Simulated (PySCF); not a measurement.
Isomers C4H14Si3:

A. SMILES C[SiH2]C/C([SiH3])=C\[SiH3]
B. SMILES C=C(C)C([SiH3])([SiH3])[SiH3]
C. `[SiH3]C([SiH3])([SiH3])C1CC1`
D. `[SiH3][Si@H]([SiH2]/C=C\C)C`

Spectrum 1. $^{1}$H NMR (500 MHz, computed): δ 6.35 (q, 1H), 4.31 (m, 2H), 4.20 (s, 3H), 4.13 (d, 3H), 2.22 (t, 2H), 0.15 (t, 3H). $^{13}$C{$^{1}$H} NMR (computed): δ 167.8 (C), 137.9 (CH), 30.7 (CH2), -9.5 (CH3).

Spectrum 2. $^{1}$H NMR (500 MHz, computed): δ 6.91 (m, 1H), 5.88 (m, 1H), 4.50 (m, 1H), 4.19 (m, 1H), 4.01 (m, 1H), 3.35 (d, 3H), 1.91 (d, 3H), 0.36 (d, 3H). $^{13}$C{$^{1}$H} NMR (computed): δ 155.9 (CH), 125.2 (CH), 24.4 (CH3), -5.6 (CH3).

Spectrum 3. $^{1}$H NMR (500 MHz, computed): δ 5.26 (br s, 1H), 4.95 (br s, 1H), 4.10 (s, 9H), 2.04 (s, 3H). $^{13}$C{$^{1}$H} NMR (computed): δ 154.9 (C), 118.4 (CH2), 27.7 (CH3), 5.7 (C).

Spectrum 4. $^{1}$H NMR (500 MHz, computed): δ 3.92 (s, 9H), 0.80 (m, 1H), 0.57 (m, 2H), 0.51 (m, 2H). $^{13}$C{$^{1}$H} NMR (computed): δ 16.0 (CH), 5.6 (CH2), -3.6 (C).

[PySCF 2.14.0 with density-fitted response routines: GIAO PBE0/pcSseg-1 shieldings; coordinates at the GFN2-xTB level; non-relativistic; one conformer; in vacuum; equivalent nuclei averaged]

References, each an isolated molecule treated in the same way: TMS for $^{1}$H (σref 31.72), $^{13}$C (σref 186.93). Where no couplings were computed, multiplicities follow the n + 1 count of equivalent neighbours, and m marks all less simple cases (inequivalent or close neighbours, rings, F or P nearby). Shifts are as computed. Against solution values, carbons near 30 ppm lie about +3 ppm off and those near 130 ppm about +5 ppm. Of 1211 compounds with measured shifts, 218 miss one by over three times the rms of a fit or turn the order of signals round; such compounds aren't used in these exercises.

Question: Which spectrum belongs to which compound?

Answer: 1–A, 2–D, 3–B, 4–C.

- Spectrum 1 (A): 4 $^{13}$C signals; δC 137.9 is an alkene CH; δC -9.5 is a methyl carbon bonded to Si.
- Spectrum 2 (D): 4 $^{13}$C signals; δC 155.9 is an alkene CH; δC 125.2 is an alkene CH.
- Spectrum 3 (B): 4 $^{13}$C signals; δC 154.9 is a fully substituted alkene carbon; δC 118.4 is a terminal =CH2 carbon.
- Spectrum 4 (C): 3 $^{13}$C signals; δC 16.0 is a three-membered-ring carbon; δC 5.6 is a three-membered-ring carbon.
